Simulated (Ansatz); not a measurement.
`[NH2][AlH][CH]=S` and `[OH][AlH][CH]=S` differ in one atom or group.

Ansatz, PBE0-D4/def2-TZVP geometries, multiplicity 1. Each molecule was computed in one conformer, which needn't be the lowest.

```json
{"property": "HOMO energy (ωB97M-V/def2-TZVPP) / eV", "`[NH2][AlH][CH]=S`": "-8.30"}
{"property": "size of the dipole moment (B3LYP/def2-TZVPP) / D", "`[NH2][AlH][CH]=S`": "1.28"}
{"property": "HOMO–LUMO gap (PBE/def2-TZVPP) / eV", "`[NH2][AlH][CH]=S`": "1.24"}
{"property": "LUMO energy (ωB97M-V/def2-TZVPP) / eV", "`[NH2][AlH][CH]=S`": "-0.69"}
{"property": "ideal-gas entropy at 298 K and 1 bar (rigid rotor, harmonic PBE0-D4/def2-TZVP) / J/(mol·K)", "`[NH2][AlH][CH]=S`": "331"}
{"property": "LUMO energy (B3LYP/def2-TZVPP) / eV", "`[NH2][AlH][CH]=S`": "-2.98"}
```

What does the change do to each property? (Best estimate.)

The calculation gave: 
```
                                                                                  property  `[OH][AlH][CH]=S`  shift
                                                     HOMO energy (ωB97M-V/def2-TZVPP) / eV              -8.58  -0.28
                                          size of the dipole moment (B3LYP/def2-TZVPP) / D               1.28   0.00
                                                       HOMO–LUMO gap (PBE/def2-TZVPP) / eV               1.25   0.01
                                                     LUMO energy (ωB97M-V/def2-TZVPP) / eV              -0.96  -0.27
ideal-gas entropy at 298 K and 1 bar (rigid rotor, harmonic PBE0-D4/def2-TZVP) / J/(mol·K)                325     -6
                                                       LUMO energy (B3LYP/def2-TZVPP) / eV              -3.26  -0.28
```

The zero-point energy changes by -31.3 kJ/mol with -3 modes. Dipoles are sizes alone; their direction can turn.

B3LYP here is the variant with VWN-RPA as its local correlation; programs differ in this.
